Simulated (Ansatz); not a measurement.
Calculated with Ansatz (gas phase, PBE0-D4/def2-TZVP geometries, no zero-point term in ΔE). CBS: MP2 limit from def2 TZ/QZ plus the TZ coupled-cluster correction, frozen cores. This one scheme is used for every species. DFT in def2-TZVPP. Triplets are unrestricted, without spin–orbit coupling. One conformer a species, not always the lowest.

Consider the formal loss of a carbene: `C[SiH2]OB[SiH3]` → `[SiH3]BO[SiH3]` + `[CH2]` (triplet).

CCSD(T)/CBS gives +484.9 kJ/mol.

Task: Another level gave +485.4 kJ/mol. Which?
A. PBE-D4/def2-TZVPP
B. CCSD(T)/def2-TZVPP
C. PBE/def2-TZVPP
D. r2SCAN0-D4/def2-TZVPP

Result: C. PBE 485.4, r2SCAN0-D4 461.7, CCSD(T)/def2-TZVPP 472.0, PBE-D4 492.3 kJ/mol.

Largest T1 diagnostic among the species: 0.014.

Leaving LDA and LC-ωPBE aside and taking each functional with its dispersion term where it has one, the values, not all of them listed here, spread over 32.5 kJ/mol, from r2SCAN0-D4 to ωB97X-V. LDA lies +73.4 kJ/mol from PBE without D4. From r2SCAN to r2SCAN0 (25 % exact exchange), in def2-TZVPP and without D4, ΔE moves by −4.7 kJ/mol.
